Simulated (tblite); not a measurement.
Run record: tight-binding relaxation, `C=[CH][Al]([CH3])[c]1cccs1`.

Computed with GFN2-xTB geometry optimisation, gas phase (tblite 0.8.0). Start geometry: from a force field or distance geometry. A driver script takes a list of jobs; this job's settings line and coordinates (Å) are shown.

Command:
```bash
OMP_NUM_THREADS=1 python probes_run.py task.json out
```

Input:
```
{"job": {"kind": "relax", "xc": "GFN2-xTB", "basis": "xTB"}, "charge": 0, "multiplicity": 1}
C     -3.335400    -1.007500    -0.668300
C     -2.036900    -1.266800    -0.614100
Al    -0.807400     0.235200    -0.333000
C     -1.593800     1.873200     0.522200
C      1.138000     0.074600    -0.241400
C      1.871600    -0.653200     0.617100
C      3.209700    -0.624200     0.505600
C      3.760700     0.144000    -0.478000
S      2.321600     0.836500    -1.272600
H     -3.657600     0.033100    -0.561600
H     -4.103700    -1.742300    -0.811600
H     -1.707300    -2.297700    -0.700800
H     -1.272800     2.737700    -0.070000
H     -2.678200     1.831100     0.627900
H     -1.165200     2.036600     1.547000
H      1.361600    -1.260300     1.424200
H      3.880400    -1.200500     1.194400
H      4.805900     0.256800    -0.698500
```

Output:
```
step      E/eV     max force
  0    -646.58115    4.511
  1    -646.89946    1.810
  2    -646.99864    0.977
  3    -647.08679    0.779
  4    -647.11820    0.593
  5    -647.14133    0.367
  6    -647.15291    0.288
  7    -647.15997    0.182
  8    -647.16433    0.243
  9    -647.16921    0.214
... (164 lines left out)
174    -647.30058    0.020
175    -647.30066    0.017
176    -647.30073    0.014
177    -647.30080    0.017
178    -647.30086    0.021
179    -647.30091    0.020
180    -647.30092    0.022
181    -647.30094    0.026
182    -647.30098    0.011
183    -647.30099    0.006
```

«max force» is the largest atomic force in eV/Å.

**Question.** From which step on does the largest force stay under 0.1 eV/Å, and how much energy is left to gain from there?

**Answer.** From step 166 (0.040 eV/Å), 1.4 meV above the end.

Main results: energy lowered by 16.6 kcal/mol over 183 steps; largest atomic force 0.006 eV/Å at the end.

**Question.** How long does this job take on one thread, Arm Neoverse V1 (aarch64), no GPU (shared host)?

**Answer.** About 1.9 s.
Labels such as C1 count atoms from 1, the log's own numbers from 0.
